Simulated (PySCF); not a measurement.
## Dipole moment and polarisability of `O=CC(=O)C(F)(F)C(F)(F)F`

Compound: C4HF5O2.
Cartesian coordinates in Å at the GFN2-xTB level; atoms count from 1:
```
atom  x, y, z in Å
O1     1.6636    1.1695    1.1638
C2     1.8874    0.1203    0.6477
C3     0.8554   -0.6940   -0.1361
O4     1.1400   -1.4359   -1.0255
C5    -0.6257   -0.4751    0.2869
F6    -0.7375   -0.1056    1.5761
F7    -1.3239   -1.6201    0.1474
C8    -1.2883    0.6087   -0.6198
F9    -0.6008    1.7477   -0.5808
F10   -2.5335    0.8642   -0.2459
F11   -1.3100    0.1935   -1.8841
H12    2.8743   -0.3738    0.6443
```

Level: B3LYP/def2-SVPD (PySCF), static field, nuclei fixed, core orbitals frozen in the response. The polarisability tensor in these axes (au):

```
x   60.90 -1.81  1.31
y   -1.81 57.51  8.02
z    1.31  8.02 53.42
```

Task: Give the principal values, the mean and the anisotropy Δα = √{½[(α1 − α2)² + (α2 − α3)² + (α1 − α3)²]}.

Result: Principal values 46.86, 61.09 and 63.88 au; mean 57.28 au = 8.49 Å³ = 9.44 × 10⁻⁴⁰ C²·m²/J; Δα = 15.81 au (28 % of the mean).

Task: What is the dipole moment, and where does it point?

Result: (1.57, -0.65, 0.43) D, 1.75 D in size, pointing from the negative to the positive side. Measured along this direction, the outermost atoms are F10 at the negative end and H12 at the positive end.

Task: What would n − 1 = 2πNα be for an ideal gas of these molecules at 350 K and 1 atm, electronic part alone?

Result: N = p/kT = 2.0968 × 10¹⁹ cm⁻³, so n − 1 = 2π × N × 8.49 × 10⁻²⁴ cm³ = 1118 × 10⁻⁶ at long wavelengths, for an ideal gas.

Task: What molar refraction does this α imply?

Result: Lorentz–Lorenz: R = (4π/3)N_A α = 2.5225 cm³/(mol·Å³) × 8.49 Å³ = 21.4 cm³/mol, in the limit of long wavelengths.

Task: Form Σ f/ω² (atomic units) for the 8 lowest TDDFT singlets, given as eV and f, and set it beside the mean polarisability, which is this sum over all singlets: 2.57, 0.0003; 4.31, 0.0008; 5.58, 0.0004; 6.14, 0.0104; 7.19, 0.0208; 7.39, 0.0083; 7.41, 0.0045; 7.56, 0.0305.

Result: They add up to 1.14 au, 2.0 % of the 57.28 au; the largest single term is 0.40 au, from the state at 7.56 eV. Terms in order: 0.03, 0.03, 0.01, 0.20, 0.30, 0.11, 0.06, 0.40 au. Higher excitations give the rest. The strengths listed sum to 0.076.

Task: What depolarisation ratio follows for Rayleigh scattering of linearly polarised light, taking the static tensor?

Result: ρ = 3Δα²/(45ᾱ² + 4Δα²) = 749.6/(147625 + 999.5) = 0.00504.

Task: In a dilute gas of rigid molecules at 400 K, how does the orientational term μ²/3kT compare with the electronic polarisability?

Result: In Gaussian units μ²/3kT = 18.46 Å³ against 8.49 Å³, a ratio of 2.18; the Debye molar polarisation (4π/3)N_A(α + μ²/3kT) is 68.0 cm³/mol, leaving out the vibrational part.

One conformer (not necessarily the lowest) at the GFN2-xTB geometry, without solvent, vibrations or thermal averaging.

The run behind these numbers computed excited states as well. On one thread of an Intel Xeon 6975P-C, shared host, this took 41 s wall and 1.0 GiB of memory at its peak.
